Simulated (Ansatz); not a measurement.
Frontier orbitals of ClGeH6NSi, SMILES `N[SiH2][GeH2][Cl]`.

Z-matrix (Å, degrees):
```
Si
Ge 1 2.396
N 1 1.717 2 112.5
H 1 1.486 2 109.6 3 -120.5
H 1 1.485 2 106.2 3 120.2
Cl 2 2.184 1 102.7 3 -46.2
H 2 1.540 1 117.6 3 -161.4
H 2 1.541 1 115.8 3 67.6
H 3 1.008 1 118.8 2 -82.0
H 3 1.009 1 118.5 2 56.8
```

Total charge 0; spin multiplicity 1. Correlated methods include outer-core shells of Ge, which these sets cover unevenly. Scalar relativity is left out up to krypton. Geometry: relaxed with PBE0-D4/def2-TZVP. It is one conformer, not always the lowest. Basis def2-TZVPP, Ansatz.

```tsv
functional	HOMO (eV)	LUMO (eV)
ωB97M-V	-9.37	1.06
```

(1) Give HOMO and LUMO (eV) with LDA (SPW92), PBE, revPBE, BLYP, r2SCAN, B97M-V, PBE0, B3LYP, r2SCANh, r2SCAN0, HSE06 (plane-wave form), BHLYP, CAM-B3LYP, LC-ωPBE, ωB97X-V, HF. (Best estimate.)

Answers

(1) Ansatz gave: 
```csv
functional,HOMO,LUMO
LDA (SPW92),-6.15,-1.79
PBE,-6.03,-1.54
revPBE,-5.98,-1.43
BLYP,-5.91,-1.41
r2SCAN,-6.31,-1.28
B97M-V,-6.43,-1.37
PBE0,-7.25,-0.71
B3LYP,-7.05,-0.92
r2SCANh,-6.76,-0.99
r2SCAN0,-7.44,-0.57
HSE06 (plane-wave form),-6.86,-1.09
BHLYP,-8.38,0.17
CAM-B3LYP,-8.56,0.30
LC-ωPBE,-9.86,1.46
ωB97X-V,-9.53,1.31
HF,-10.10,2.40
```

B3LYP here is the variant with VWN-RPA as its local correlation; programs differ in this. LC-ωPBE has ω = 0.4 bohr⁻¹. Positive LUMOs are unbound and depend on the basis.
